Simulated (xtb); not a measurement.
Job for xtb: GFN1-xTB on C2H6O (SMILES CCO), a point of a torsion scan.

```
$ xtb mol.xyz --gfn 1 --sp --chrg 0 --uhf 0
9

C     -0.96290529     0.28351645     0.03084728
C      0.40121858    -0.34545113    -0.21156792
O      1.47181475     0.47255878     0.21476283
H     -1.74655848    -0.37325187    -0.33691937
H     -1.03898407     1.23814491    -0.48682258
H     -1.12203210     0.44754533     1.09599760
H      0.45891226    -1.30983848     0.31547290
H      0.55446303    -0.53128780    -1.27917893
H      1.13699754     1.11316363     0.85045907
```

Program output:

```
[...]
           -------------------------------------------------
          |                Calculation Setup                |
           -------------------------------------------------



           -------------------------------------------------
          |                 G F N 1 - x T B                 |
           -------------------------------------------------

        Reference                      10.1021/acs.jctc.7b00118
      * Hamiltonian:
        H0-scaling (s, p, d)           1.850000    2.250000    2.000000
        zeta-weighting                 0.000000
      * Dispersion:
        s8                             2.400000
        a1                             0.630000
        a2                             5.000000
        s9                             0.000000
      * Repulsion:
        kExp                           1.500000
        rExp                           1.000000
      * Coulomb:
        alpha                          2.000000
        third order                    atomic
        anisotropic                    false
      * Halogen bond correction:
        rad-scale                      1.300000
        damping                        0.440000


          ...................................................
          :                      SETUP                      :
          :.................................................:
          :  # basis functions                  24          :
          :  # atomic orbitals                  24          :
          :  # shells                           18          :
          :  # electrons                        20          :
          :  # halogen bonds                     0          :
          :  max. iterations                   250          :
          :  Hamiltonian                  GFN1-xTB          :
          :  restarted?                      false          :
          :  GBSA solvation                  false          :
          :  PC potential                    false          :
          :  electronic temp.          300.0000000     K    :
          :  accuracy                    1.0000000          :
          :  -> integral cutoff          0.2500000E+02      :
          :  -> integral neglect         0.1000000E-07      :
          :  -> SCF convergence          0.1000000E-05 Eh   :
          :  -> wf. convergence          0.2000000E-04 e    :
          :  Broyden damping             0.4000000          :
          :  net charge                          0          :
          :  unpaired electrons                  0          :
          ...................................................

 iter      E             dE          RMSdq      gap      omega  full diag
   1    -12.2568813 -0.122569E+02  0.704E+00    8.34       0.0  T
   2    -12.2799376 -0.230563E-01  0.423E+00    8.48       1.0  T
   3    -12.2802457 -0.308038E-03  0.673E-01    8.53       1.0  T
   4    -12.2807084 -0.462721E-03  0.710E-02    8.54       1.0  T
   5    -12.2807259 -0.175057E-04  0.243E-02    8.55       1.4  T
   6    -12.2807288 -0.294934E-05  0.773E-03    8.54       4.3  T
   7    -12.2807292 -0.376003E-06  0.829E-04    8.54      40.2  T
   8    -12.2807292 -0.353693E-08  0.166E-04    8.54     200.3  T
   9    -12.2807292 -0.141755E-09  0.105E-05    8.54    3173.6  T

   *** convergence criteria satisfied after 9 iterations ***

         #    Occupation            Energy/Eh            Energy/eV
      -------------------------------------------------------------
         1        2.0000           -0.7704028             -20.9637
       ...           ...                  ...                  ...
         4        2.0000           -0.5869762             -15.9724
         5        2.0000           -0.5729166             -15.5899
         6        2.0000           -0.5706733             -15.5288
         7        2.0000           -0.5186020             -14.1119
         8        2.0000           -0.5137800             -13.9807
         9        2.0000           -0.4858995             -13.2220
        10        2.0000           -0.4510028             -12.2724 (HOMO)
        11                         -0.1371266              -3.7314 (LUMO)
        12                         -0.1159363              -3.1548
        13                         -0.1018592              -2.7717
        14                         -0.0822989              -2.2395
        15                         -0.0575688              -1.5665
       ...                                ...                  ...
        24                          0.4584710              12.4756
      -------------------------------------------------------------
                  HL-Gap            0.3138761 Eh            8.5410 eV
             Fermi-level           -0.2940647 Eh           -8.0019 eV

 SCC (total)                   0 d,  0 h,  0 min,  0.006 sec
 SCC setup                      ...        0 min,  0.000 sec (  1.621%)
 Dispersion                     ...        0 min,  0.000 sec (  0.955%)
 classical contributions        ...        0 min,  0.000 sec (  0.549%)
 integral evaluation            ...        0 min,  0.001 sec ( 19.263%)
 iterations                     ...        0 min,  0.001 sec ( 26.454%)
 molecular gradient             ...        0 min,  0.003 sec ( 47.787%)
 printout                       ...        0 min,  0.000 sec (  3.155%)

         :::::::::::::::::::::::::::::::::::::::::::::::::::::
         ::                     SUMMARY                     ::
         :::::::::::::::::::::::::::::::::::::::::::::::::::::
         :: total energy             -12.161612543351 Eh    ::
         :: gradient norm              0.010727205530 Eh/a0 ::
         :: HOMO-LUMO gap              8.541004389725 eV    ::
         ::.................................................::
         :: SCC energy               -12.280729210965 Eh    ::
         :: -> electrostatic           0.044983282823 Eh    ::
         :: repulsion energy           0.120898365494 Eh    ::
         :: dispersion energy         -0.001781697880 Eh    ::
         :: halogen bond corr.         0.000000000000 Eh    ::
         :: add. restraining           0.000000000000 Eh    ::
         :: total charge               0.000000000000 e     ::
         :::::::::::::::::::::::::::::::::::::::::::::::::::::

           -------------------------------------------------
          |                Property Printout                |
           -------------------------------------------------

    * Orbital Energies and Occupations

         #    Occupation            Energy/Eh            Energy/eV
      -------------------------------------------------------------
         1        2.0000           -0.7704028             -20.9637
         2        2.0000           -0.6629424             -18.0396
         3        2.0000           -0.6425382             -17.4844
         4        2.0000           -0.5869762             -15.9724
         5        2.0000           -0.5729166             -15.5899
         6        2.0000           -0.5706733             -15.5288
         7        2.0000           -0.5186020             -14.1119
         8        2.0000           -0.5137800             -13.9807
         9        2.0000           -0.4858995             -13.2220
        10        2.0000           -0.4510028             -12.2724 (HOMO)
        11                         -0.1371266              -3.7314 (LUMO)
        12                         -0.1159363              -3.1548
        13                         -0.1018592              -2.7717
        14                         -0.0822989              -2.2395
        15                         -0.0575688              -1.5665
        16                         -0.0510340              -1.3887
        17                          0.0935617               2.5459
Note: The following floating-point exceptions are signalling: IEEE_DENORMAL
normal termination of xtb
        18                          0.1199777               3.2648
        19                          0.2091732               5.6919
        20                          0.2766945               7.5292
        21                          0.3177482               8.6464
       ...                                ...                  ...
        24                          0.4584710              12.4756
      -------------------------------------------------------------
                  HL-Gap            0.3138761 Eh            8.5410 eV
             Fermi-level           -0.2940647 Eh           -8.0019 eV

  Mulliken/CM5 charges         n(s)   n(p)   n(d)
     1C    -0.11508 -0.26599   1.015  3.100  0.000
     2C     0.20309  0.11541   0.986  2.811  0.000
     3O    -0.56732 -0.78511   1.689  4.879  0.000
     4H     0.03642  0.08848   0.964  0.000  0.000
     5H     0.03737  0.09088   0.963  0.000  0.000
     6H     0.03120  0.08449   0.969  0.000  0.000
     7H     0.01333  0.07451   0.987  0.000  0.000
     8H     0.02485  0.08759   0.975  0.000  0.000
     9H     0.33614  0.50974   0.664  0.000  0.000

Wiberg/Mayer (AO) data.
largest (>0.10) Wiberg bond orders for each atom

 ---------------------------------------------------------------------------
     #   Z sym  total        # sym  WBO       # sym  WBO       # sym  WBO
 ---------------------------------------------------------------------------
     1   6 C    3.996 --     2 C    1.013     5 H    0.987     6 H    0.987
                             4 H    0.985
     2   6 C    3.924 --     1 C    1.013     8 H    0.978     7 H    0.976
                             3 O    0.957
     3   8 O    1.909 --     2 C    0.957     9 H    0.883
     4   1 H    1.004 --     1 C    0.985
     5   1 H    1.005 --     1 C    0.987
     6   1 H    1.005 --     1 C    0.987
     7   1 H    1.015 --     2 C    0.976
     8   1 H    1.017 --     2 C    0.978
     9   1 H    0.898 --     3 O    0.883
 ---------------------------------------------------------------------------

Topologies differ in total number of bonds
Writing topology from bond orders to xtbtopo.mol

 dipole moment from electron density (au)
     X       Y       Z
  -0.9392   0.1565   0.3445  total (Debye):    2.574


           -------------------------------------------------
          | TOTAL ENERGY              -12.161612543351 Eh   |
          | GRADIENT NORM               0.010727205530 Eh/α |
          | HOMO-LUMO GAP               8.541004389725 eV   |
           -------------------------------------------------

------------------------------------------------------------------------
------------------------------------------------------------------------
 total:
 SCF:
```

The run finished.

Cost: very roughly 0.04 core-seconds.
